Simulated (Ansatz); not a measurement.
Ideal-gas functions of BClFH$_{3}$Si (`FB[SiH2]Cl`) at 800 K and 1 bar, from an Ansatz frequency run at PBE0-D4/def2-TZVP.

Molar mass 96.37 g/mol, point group Cs (symmetry number 1), electronic degeneracy 1, moments of inertia 68.348, 203.952, 266.455 u Å². Harmonic wavenumbers (cm⁻¹, unscaled): 75, 93, 363, 385, 511, 599, 680, 827, 842, 926, 1104, 1337, 2218, 2223, 2575.

Use S(trans) = R[1.5 ln M + 2.5 ln T − 1.1517]; rotational temperatures θ = 24.2544 K / I; S(rot) = R[ln(√π/σ · √(T³/θAθBθC)) + 1.5]; for each mode x = 1.438777 ν̃/T, S = R[x/(eˣ − 1) − ln(1 − e⁻ˣ)] and H = RT x/(eˣ − 1); 1 cm⁻¹ = 0.0119627 kJ/mol; R = 8.31446 J/(mol·K).

Q: By hand: the entropy, in J/(mol·K).

A: Translation 186.3. Rotation: θ = 0.3549, 0.1189, 0.091 K, giving 123.7. Vibration, mode by mode: 24.98, 23.19, 12.01, 11.53, 9.30, 8.09, 7.14, 5.74, 5.62, 4.97, 3.86, 2.77, 0.78, 0.78, 0.46, in all 121.2. Electronic 0.0. Sum 431.2 J/(mol·K).

Q: By hand: H − E and G − E in kJ/mol, counted from the electronic energy.

A: Zero-point energy ½ × 14758 × 0.0119627 = 88.3; thermal vibration 46.1; translation, rotation and pV give 4 RT = 26.6. H − E = 161.0 kJ/mol, and G − E = 161.0 − 800 × 431.2/1000 = -184.0 kJ/mol.

Vibration gives 28 % of the entropy, 48.2 J/(mol·K) of it from the modes under 150 cm⁻¹: soft modes count most, and the harmonic formula is weakest for them. The sum counts one conformer and one mirror image; others add a mixing term.
